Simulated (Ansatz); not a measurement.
Basis sets compared for the cluster Hg₂F₃. Total charge 0; doublet. Geometry PBE0-D4/def2-SVP. Ansatz on 4 threads of Intel Xeon 6975P-C on a shared host; times are rough, and most runs start from earlier orbitals.

```xyz
5

Hg    2.261    0.804    0.776
Hg   -0.837   -0.650   -0.395
F    -2.705   -0.300   -0.729
F     1.049   -1.215   -0.122
F     0.232    1.360    0.470
```

In the def2 sets Hg takes a core potential; there is no spin–orbit coupling. The structure comes from a short search, and lower isomers may exist.

Binding counts from free atoms (Hg singlet, F doublet) in the same basis, without a counterpoise term.

```tsv
level	functions	energy (Eh)	HOMO (eV)	LUMO (eV)	binding per atom (eV)	wall time
PBE-D4/def2-SVP	106	-606.0224	-6.44	-5.65	1.63	0.9 s
PBE0-D4/def2-SVP	106	-605.9304	-7.51	-4.69	1.43	1.2 s
```

**Question.** Estimate the rows for PBE-D4/def2-TZVP (with forces), PBE0-D4/def2-TZVP.

**Answer.** 
| level | functions | energy (Eh) | HOMO (eV) | LUMO (eV) | binding per atom (eV) | wall time |
| --- | --- | --- | --- | --- | --- | --- |
| PBE-D4/def2-TZVP (with forces) | 179 | -606.4200 | -6.64 | -5.82 | 1.63 | 1.6 s |
| PBE0-D4/def2-TZVP | 179 | -606.3254 | -7.68 | -4.81 | 1.45 | 2.4 s |
